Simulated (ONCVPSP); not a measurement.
# BLYP ONCV dataset for chromium (Cr), scalar-relativistic all-electron reference.

The input file (ONCVPSP 4.0.1):

```
# ATOM AND REFERENCE CONFIGURATION
# atsym  z   nc   nv     iexc    psfile
  Cr 24.00    3    4  -106131      upf
#
#   n    l    f
    1    0    2.00
    2    0    2.00
    2    1    6.00
    3    0    2.00
    3    1    6.00
    3    2    5.00
    4    0    0.50
#
# PSEUDOPOTENTIAL AND OPTIMIZATION
# lmax
    2
#
#   l,   rc,      ep,       ncon, nbas, qcut
    0    1.30    0.00    4    7    9.00
    1    1.00    0.00    5   10    8.10
    2    1.95    0.00    3    8    7.40
#
# LOCAL POTENTIAL
# lloc, lpopt,  rc(5),   dvloc0
    4    2    0.75   -1.00
#
# VANDERBILT-KLEINMAN-BYLANDER PROJECTORs
# l, nproj, debl
    0    2    3.80
    1    1    2.10
    2    2    0.90
#
# MODEL CORE CHARGE
# icmod, fcfact, rcfact
    0    0.00    0.00
#
# LOG DERIVATIVE ANALYSIS
# epsh1, epsh2, depsh
   -4.00    5.00    0.02
#
# OUTPUT GRID
# rlmax, drl
    6.00    0.01
#
# TEST CONFIGURATIONS
# ncnf
    4
# nvcnf
#   n    l    f
    4
    3    0    2.00
    3    1    6.00
    3    2    5.00
    4    0    1.00
#
    4
    3    0    2.00
    3    1    6.00
    3    2    5.00
    4    0    0.00
#
    4
    3    0    2.00
    3    1    6.00
    3    2    4.00
    4    0    0.00
#
    4
    3    0    2.00
    3    1    6.00
    3    2    5.50
    4    0    0.50
#
```

Command:

```bash
oncvpsp.x < Cr.dat > Cr.out
```

Output (shortened: citation, most of the input echo, consistency checks and plot data are left out):

```
ONCVPSP  (Optimized Norm-Conservinng Vanderbilt PSeudopotential)
scalar-relativistic version 4.0.1

#   n    l    f        energy (Ha)
    1    0    2.00    -2.1632451E+02
    2    0    2.00    -2.4638481E+01
    2    1    6.00    -2.0734816E+01
    3    0    2.00    -2.8336996E+00
    3    1    6.00    -1.7878130E+00
    3    2    5.00    -2.2766897E-01
    4    0    0.50    -2.5470545E-01

Reference configufation results
  iterations    43
  all-electron total energy (Ha)   -1.05072405D+03

Begin loop to  construct optimized pseudo wave functions
and semi-local pseudopoentials for all angular momenta

Calculating optimized projector #   1

 for l=   0

    Fraction of norm inside rc  0.878284
    Optimizing pswf for qcut=   9.01 a_B^-1,  ecut=  40.57 Ha
    Residual kinetic energy error=  1.03D-05 Ha

    Energy error per electron        Cutoff
         Ha          eV             Ha
         0.01000     0.27211       23.05
         0.00100     0.02721       30.30
         0.00010     0.00272       35.65
         0.00001     0.00027       40.84

Calculating optimized projector #   2

 for l=   0

    Fraction of norm inside rc  0.032156
    Optimizing pswf for qcut=   9.01 a_B^-1,  ecut=  40.57 Ha
    Residual kinetic energy error=  4.23D-06 Ha

    Energy error per electron        Cutoff
         Ha          eV             Ha
         0.01000     0.27211       13.04
         0.00100     0.02721       25.20
         0.00010     0.00272       32.67
         0.00001     0.00027       38.57

Calculating optimized projector #   1

 for l=   1

    Fraction of norm inside rc  0.592252
    Optimizing pswf for qcut=   8.12 a_B^-1,  ecut=  32.97 Ha
    Residual kinetic energy error=  9.77D-04 Ha

    Energy error per electron        Cutoff
         Ha          eV             Ha
         0.01000     0.27211       19.16
         0.00100     0.02721       30.25
         0.00010     0.00272      282.35
         0.00001     0.00027      340.12

   Wellstate for l =  2  n =  4
     eigenvalue =   0.6723
     asymptotic potential =   1.1723
     half-point radius =  3.3545

Calculating optimized projector #   1

 for l=   2

    Fraction of norm inside rc  0.774079
    Optimizing pswf for qcut=   7.39 a_B^-1,  ecut=  27.30 Ha
    Residual kinetic energy error=  1.04D-05 Ha

    Energy error per electron        Cutoff
         Ha          eV             Ha
         0.01000     0.27211       18.41
         0.00100     0.02721       21.97
         0.00010     0.00272       24.71
         0.00001     0.00027       27.90

Calculating optimized projector #   2

 for l=   2

    Fraction of norm inside rc  0.189321
    Optimizing pswf for qcut=   7.39 a_B^-1,  ecut=  27.30 Ha
    Residual kinetic energy error=  4.30D-05 Ha

    Energy error per electron        Cutoff
         Ha          eV             Ha
         0.01000     0.27211       19.21
         0.00100     0.02721       23.10
         0.00010     0.00272       26.35
         0.00001     0.00027       46.41

Construct Vanderbilt / Kleinmman-Bylander projectors

B matrix Hermiticity error, ll=   0
   1   2    2.0330E-04

  Orthonormal projector coefficients  1.4110E+01  2.6422E+00

B matrix Hermiticity error, ll=   2
   1   2    7.6304E-05

  Orthonormal projector coefficients -3.2632E+00 -2.3408E+00

Pseudoatom total energy  -84.209775

Diagnostic tests using Vanderbilt-Kleinman-Bylander pseudopotentials
  1 or more projectors used as specified by nproj input data

   l    rcore       rmatch      e in        delta e   norm test  slope test

   0   1.3020605   1.3415939  -2.8336996  -0.0000024   1.0001427   1.0001453
   0   1.3020605   1.3415939  -0.2547054   0.0000046   1.0000529   1.0000459

   1   1.0007371   1.0311217  -1.7878130  -0.0000362   0.9999962   1.0000379

   2   1.9556623   2.0150404  -0.2276690  -0.0000365   1.0000070   0.9998926
   2   1.9556623   2.0150404   0.6723310  -0.0000396   1.0002237   1.0002237

 Testing for bound ghosts
   n   l    E NL Schr. Eq   E Basis Diag.   E Cutoff

   1   0       -2.833702       -2.833681    111.63
   2   0       -0.254701       -0.046346    111.63

   2   1       -1.787849       -1.783886    393.93

   3   2       -0.227705       -0.225832     90.09

 Testing for highly-localized positive-energy ghosts
       l    <radius>/rc     E Basis Diag.   E Cutoff

Test configuration 0

   n   l     f        eae           eps        diff
   1   0  2.0000 -216.32450793
   2   0  2.0000  -24.63848139
   2   1  6.0000  -20.73481598
   3   0  2.0000   -2.83369964   -2.83370202   -2.39D-06
   3   1  6.0000   -1.78781302   -1.78784919   -3.62D-05
   3   2  5.0000   -0.22766897   -0.22770545   -3.65D-05
   4   0  0.5000   -0.25470545   -0.25470082    4.62D-06

    Total energies and differences
      AE_ref= -1.05072405D+03  AE_tst= -1.05072405D+03  dif=  0.00D+00
      PS_ref= -8.42097752D+01  PS_tst= -8.42097752D+01  dif=  7.11D-14
      PSP excitation error= -7.11D-14

Test configuration 1

   n   l     f        eae           eps        diff
   1   0  2.0000 -216.20060644
   2   0  2.0000  -24.51886711
   2   1  6.0000  -20.61481974
   3   0  2.0000   -2.71059367   -2.71046393    1.30D-04
   3   1  6.0000   -1.66406933   -1.66415888   -8.96D-05
   3   2  5.0000   -0.10459960   -0.10432694    2.73D-04
   4   0  1.0000   -0.14608531   -0.14635077   -2.65D-04

    Total energies and differences
      AE_ref= -1.05072405D+03  AE_tst= -1.05082383D+03  dif= -9.98D-02
      PS_ref= -8.42097752D+01  PS_tst= -8.43092396D+01  dif= -9.95D-02
      PSP excitation error= -3.16D-04

Test configuration 2

   n   l     f        eae           eps        diff
   1   0  2.0000 -216.46418868
   2   0  2.0000  -24.77307837
   2   1  6.0000  -20.86985918
   3   0  2.0000   -2.97198899   -2.97231452   -3.26D-04
   3   1  6.0000   -1.92667322   -1.92681355   -1.40D-04
   3   2  5.0000   -0.36463873   -0.36513823   -4.99D-04

    Total energies and differences
      AE_ref= -1.05072405D+03  AE_tst= -1.05056767D+03  dif=  1.56D-01
      PS_ref= -8.42097752D+01  PS_tst= -8.40534601D+01  dif=  1.56D-01
      PSP excitation error=  6.86D-05

Test configuration 3

   n   l     f        eae           eps        diff
   1   0  2.0000 -216.98784573
   2   0  2.0000  -25.31192284
   2   1  6.0000  -21.40715945
   3   0  2.0000   -3.49055510   -3.48747670    3.08D-03
   3   1  6.0000   -2.43894270   -2.43654886    2.39D-03
   3   2  4.0000   -0.84057432   -0.83582756    4.75D-03

    Total energies and differences
      AE_ref= -1.05072405D+03  AE_tst= -1.04997646D+03  dif=  7.48D-01
      PS_ref= -8.42097752D+01  PS_tst= -8.34633935D+01  dif=  7.46D-01
      PSP excitation error=  1.22D-03

Test configuration 4

sratom: WARNING failed to converge
run_config: WARNING  for AE atom,
 WARNING no output for configuration 5
run_config: WARNING self-consistency failed to converge
```

The run took about 6 s on one core of a shared server CPU.
